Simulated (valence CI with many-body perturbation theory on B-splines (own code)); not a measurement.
**Nd38+: key properties**

Calculated by configuration interaction combined with many-body perturbation theory (CI+MBPT): four valence electrons over a frozen Dirac-Fock core [Ar], radial functions for each j: 9 s, 9 p, 10 d, 8 f, 5 g, 3 h, 1 i, with the one-electron correlation potential Σ1, the two-electron term Σ2, the three-electron term Σ3, Breit, model QED; selected CI, second order for the rest (own B-spline code, finite nucleus).

The last digits are not significant, and no measured levels were compared; by estimate large intervals hold to a few tenths of a per cent, small ones and those within an open d or f shell to about a per cent. Only levels of the ground parity were solved; by the run's estimate the other parity begins above the list, which can be wrong where configurations are misplaced.

Levels are named by their leading jj configuration (3d3/2^4 stands for four electrons in 3d with j = 3/2), which in mixed levels can hold well under half, so a name can repeat and another be missing.

Rates and lifetimes use the calculated energies. Strong lines usually hold to 10 to 20 %, long lifetimes can be off by a factor of two.

**Question.** What is the ground level?

**Answer.** (3d3/2^4) J=0, composition 56 % 3d4 3P + 33 % 3d4 5D + 11 % 3d4 1S.

**Question.** How well does LS coupling describe the low levels?

**Answer.** Among the lowest 20 levels the leading LS term, summed over configurations, holds 49 % on average. For single configurations the figures are 49 % in LS and 87 % in jj coupling. Terms mix most in the J = 4 level at 235660 cm⁻¹, where the leading one holds 31 %.

**Question.** What is the ionisation energy?

**Answer.** 2758.8 eV; NIST lists 2758 ± 4 eV (theoretical).

**Question.** Name the longest-lived excited levels whose lifetime is computed, and their main decay.

**Answer.** (3d3/2^2 3d5/2^2) J=6 at 451750 cm⁻¹ lives 18.4 ms, mostly by M1 to (3d3/2^2 3d5/2^2) J=5. The lifetime of (3d3/2^3 3d5/2) J=4 is too uncertain to give, and may be longer.
